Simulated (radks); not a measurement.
Question: All-electron atom: I III in [Kr] 4d10 5s2 5p3. Calculated with a radial shooting solver on a logarithmic mesh with Libxc functionals: Dirac Kohn-Sham, PBE, spin-unpolarised, spherical densities, point nucleus; open shells are shared between the two j in proportion to 2j + 1. Some entries of the table are withheld. Estimate them.

orbital,occ.,eigenvalue (hartree),<r^2> (bohr^2),<1/r> (bohr^-1)
1s1/2,2,-1212.050,0.001005,56.84
2s1/2,2,-187.8399,0.01613,13.27
2p1/2,2,-176.2801,0.01193,13.25
2p3/2,4,-165.3015,0.01322,12.22
3s1/2,2,(1),0.1127,4.731
3p1/2,2,-33.73739,0.1074,4.641
3p3/2,4,-31.67129,0.1155,4.387
3d3/2,4,(2),0.09722,4.241
3d5/2,6,(3),0.09956,4.176
4s1/2,2,-7.37998,0.6184,1.901
4p1/2,2,-5.71265,0.6801,1.791
4p3/2,4,-5.31012,0.7303,1.709
4d3/2,4,-2.62974,0.9727,1.457
4d5/2,6,-2.56650,0.9969,1.437
5s1/2,2,-1.32226,3.954,0.6970
5p1/2,1,(4),(5),(6)
5p3/2,2,(7),(8),(9)

Answer: 
(1) 3s1/2 eigenvalue (hartree): -38.51524
(2) 3d3/2 eigenvalue (hartree): -23.25698
(3) 3d5/2 eigenvalue (hartree): -22.82255
(4) 5p1/2 eigenvalue (hartree): -0.93221
(5) 5p1/2 <r^2> (bohr^2): 5.244
(6) 5p1/2 <1/r> (bohr^-1): 0.6001
(7) 5p3/2 eigenvalue (hartree): -0.88474
(8) 5p3/2 <r^2> (bohr^2): 5.637
(9) 5p3/2 <1/r> (bohr^-1): 0.5757
